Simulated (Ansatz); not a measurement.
## Ligand exchange: GeH2(CH3)F + NaSH → GeH2(CH3)(SH) + NaF

Species: GeH2(CH3)F, singlet; NaSH `[Na][SH]`, singlet; GeH2(CH3)(SH), singlet; NaF, singlet. The partners trade F for SH: Ge–F and Na–SH bonds give way to Ge–SH and Na–F.

Shapes, held fixed at every level: PBE0-D4/def2-TZVP. Flexible molecules stand in one conformer, not always the lowest. Programs: Ansatz 0.2.0. The zero-point and thermal change to 298 K, harmonic and unscaled (PBE0-D4/def2-TZVP), is +1.8 kJ/mol.

| level | kind | ΔH(298 K) (kJ/mol) | less CCSD(T)/def2-TZVPP | CPU time (sum over the molecules) |
| --- | --- | --- | --- | --- |
| SPW92/def2-TZVPP | LDA | +11.3 | -6.3 | 5.1 s |
| PBE-D4/def2-TZVPP | GGA | +8.6 | -9.0 | 10 s |
| B3LYP-D4/def2-TZVPP | global hybrid | +13.7 | -3.9 | 16 s |
| BHLYP-D4/def2-TZVPP | global hybrid | +20.1 | +2.5 | 12 s |
| r2SCAN0-D4/def2-TZVPP | global hybrid | +17.1 | -0.5 | 21 s |
| CCSD/def2-TZVPP | coupled cluster or CI | +19.5 | +1.9 | – |
| CCSD(T)/def2-TZVPP | coupled cluster or CI | +17.6 | 0.0 | 2 min |

The highest level, CCSD(T)/def2-TZVPP, gives ΔH(298 K) = +17.6 kJ/mol; the levels span +8.6 to +20.1. The column of differences is taken from that level and isn't an error. No measured value is set beside it here. Relativity is left out for Ge unless named. Correlated rows may include outer-core shells of Ge, Na, which these sets cover unevenly. Times are processor times on shared x86 and Arm servers, and rough.
